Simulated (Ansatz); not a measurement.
Geometry optimisation, RKS PBE/def2-SVP in Ansatz.

The input (input.yaml):

```yaml
crystal:
  periodic: [false, false, false]
  atoms:
    - { symbol: Ge, position_ang: [0.0, 0.0, 0.0] }
    - { symbol: Cl, position_ang: [0.0, 0.0, 2.57] }
    - { symbol: H, position_ang: [1.4616, 0.0, -0.5162] }
    - { symbol: Cl, position_ang: [-1.0456, 1.8115, -0.7393] }
    - { symbol: Cl, position_ang: [-1.0456, -1.8115, -0.7393] }
    - { symbol: O, position_ang: [-1.9644, 0.0, 0.6527] }
    - { symbol: Si, position_ang: [-3.2043, -0.9102, -0.023] }
    - { symbol: H, position_ang: [-2.7034, -2.2382, -0.3652] }
    - { symbol: H, position_ang: [-4.2964, -1.0354, 0.9379] }
    - { symbol: H, position_ang: [-3.6923, -0.249, -1.2298] }
    - { symbol: H, position_ang: [-1.4056, 0.0, 1.8227] }
basis:
  gaussian: { orbitals: def2-SVP }
hamiltonian:
  xc: pbe
relax:
  f_tol: 0.15
  max_steps: 25
  restrain:
    - { distance: [0, 5], at: 2.97, k: 30.0 }
    - { distance: [10, 1], at: 2.57, k: 30.0 }
    - { distance: [0, 1], at: 2.22, k: 30.0 }
    - { distance: [10, 5], at: 1.01, k: 30.0 }
```

Command:

```bash
$ ansatz run input.yaml --threads 4 --pin off --max-ram 5120MiB --backend cpu --events-out ev --progress --plain --runs-dir out
```

**Question.** Where does it end, and by what steps?

**Answer.** The forces met the threshold. The restraints hold the end off the free minimum; the threshold counts their pulls, which the force column leaves out. Restrained pairs: Ge1–O6 (2.07 → 2.97 Å), Cl2–H11 (1.59 → 2.57 Å), Ge1–Cl2 (2.57 → 2.21 Å), O6–H11 (1.30 → 0.99 Å). After 7 steps the energy has fallen by 4.459 eV (the restraints' own energy left out); Cl5 moved furthest, 0.95 Å.

```tsv
step	energy less start (eV)	largest force component (eV/Å)	accepted
0	0.0000	6.140	yes
1	-1.1396	5.147	yes
2	-1.7998	4.561	yes
3	-2.7869	3.345	yes
4	-3.8560	1.269	yes
5	-4.2882	0.477	yes
6	-4.4367	0.781	yes
7	-4.4591	0.619	yes
```

```xyz
11
Properties=species:S:1:pos:R:3
Ge 0.501 0.160 -0.047
Cl 0.417 0.018 2.155
H 2.000 0.323 -0.379
Cl -0.522 1.891 -0.817
Cl -0.142 -1.674 -0.995
O -2.334 -0.131 0.801
Si -3.634 -0.990 0.140
H -3.349 -2.459 -0.019
H -4.861 -0.839 1.003
H -3.884 -0.364 -1.201
H -2.087 -0.367 1.729
```

Time of the run: 16 s on 4 threads of Arm Neoverse V2, with other jobs on the host, peak memory 0.23 GiB.
